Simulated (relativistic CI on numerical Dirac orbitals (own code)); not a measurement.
**Sensitivity of the levels of Pb XVII to α and to the nuclear radius**

Computed by Dirac-Coulomb-Breit CI, orbitals from a KLI potential per configuration, derivatives by finite differences, unscaled Slater integrals, QED left out (own radial code, finite nucleus).

CI space (outside the closed core [Kr] 4d10): 4f14 5s2 5p4, 4f14 5s 5p5, 4f14 5s2 5p3 5d, 4f14 5p6, 4f13 5s2 5p5, 4f14 5s 5p4 5d. Double excitations out of closed p, d and f shells are left out; levels of such configurations are missing from the list, as are those of other unlisted configurations, and high levels can miss mixing partners.

With x = (α/α₀)² − 1 an excitation energy changes as ω = ω₀ + qx; K = 2q/ω₀ is the relative enhancement. Terms are leading LS components, so labels can repeat. The field-shift factor is F = δν/δ⟨r²⟩ for the transition from the lowest level.

Lowest level 4f14 5s2 5p4 3P_2.

```csv
Level,ω₀ (cm⁻¹),q (cm⁻¹),K,F (GHz/fm²)
4f14 5s2 5p4 1S_0,38051,3989,0.21,-2.11
4f14 5s2 5p4 3P_1,216911,294100,2.71,-73.6
4f14 5s2 5p4 1D_2,236200,292200,2.47,-72.8
4f14 5s2 5p4 3P_0,469627,585900,2.5,-153
4f14 5s 5p5 3P°_2,559975,114700,0.41,-231
4f14 5s2 5p3 5d 5D°_1,566648,76910,0.271,-128
4f14 5s2 5p3 5d 3P°_0,576134,24080,0.0836,19
4f14 5s 5p5 3P°_2,577186,165700,0.574,-337
4f14 5s2 5p3 5d 3F°_3,577712,25680,0.0889,20.2
4f14 5s2 5p3 5d 3F°_4,608641,58630,0.193,22.4
4f14 5s 5p5 3P°_1,645220,240300,0.745,-451
4f14 5s2 5p3 5d 3D°_2,652380,170700,0.523,-241
4f14 5s2 5p3 5d 3D°_3,664013,75620,0.228,16.1
4f14 5s2 5p3 5d 3D°_1,691909,150800,0.436,-176
4f13 5s2 5p5 3F_4,702622,-197300,-0.562,73.2
4f13 5s2 5p5 1F_3,704729,-197500,-0.56,73.2
4f13 5s2 5p5 3G_5,710786,-198800,-0.559,73.7
4f13 5s2 5p5 1D_2,726031,-196400,-0.541,73.4
4f13 5s2 5p5 3F_3,739821,-161800,-0.437,75.9
4f13 5s2 5p5 3F_2,748688,-160700,-0.429,75.8
4f13 5s2 5p5 3G_4,757203,-161700,-0.427,76
4f13 5s2 5p5 3D_1,760888,-161200,-0.424,76.2
4f14 5s2 5p3 5d 5D°_0,761523,379900,0.998,-259
```

At this charge transitions that keep the count of f electrons are usually good to a few per cent. Levels that differ in their count of f electrons can be misplaced by several ten thousand cm⁻¹, since the correlation energy of f electrons is missing or only estimated; rates across such gaps can be off by orders of magnitude.
